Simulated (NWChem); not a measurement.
Species: BAsH4O; SMILES OB[AsH2]

```xyz
7

B     -0.5838     1.1926    -0.0062
As     0.0257    -0.7798    -0.0509
H     -0.7551    -1.1461     1.2132
H      1.3386    -0.5599     0.7172
H     -1.7519     1.4448    -0.0502
O      0.2557     2.2526    -0.0251
H      1.1929     2.0110     0.0304
```
Atoms are numbered in this order, from 1.

Computed with NWChem. Structure relaxed at the B3LYP/6-31G* (spherical d) level. B3LYP is NWChem's, with the RPA form of VWN correlation.

Q: Taking B3LYP/aug-cc-pVTZ as the yardstick, which of these has the fewest basis functions while keeping “dipole (D)” within 0.1 D of it: B3LYP/cc-pVTZ; B3LYP/cc-pVDZ; B3LYP/aug-cc-pVDZ?

A: B3LYP/aug-cc-pVDZ.
```json
[
 {"level": "B3LYP/cc-pVDZ", "basis functions": "75", "dipole (D)": "1.38", "relative time (rough)": "1"},
 {"level": "B3LYP/aug-cc-pVDZ", "basis functions": "118", "dipole (D)": "1.20", "relative time (rough)": "2"},
 {"level": "B3LYP/cc-pVTZ", "basis functions": "159", "dipole (D)": "1.25", "relative time (rough)": "6"},
 {"level": "B3LYP/aug-cc-pVTZ", "basis functions": "243", "dipole (D)": "1.19", "relative time (rough)": "7"}
]
```

The yardstick is one finite set, not the basis-set limit.
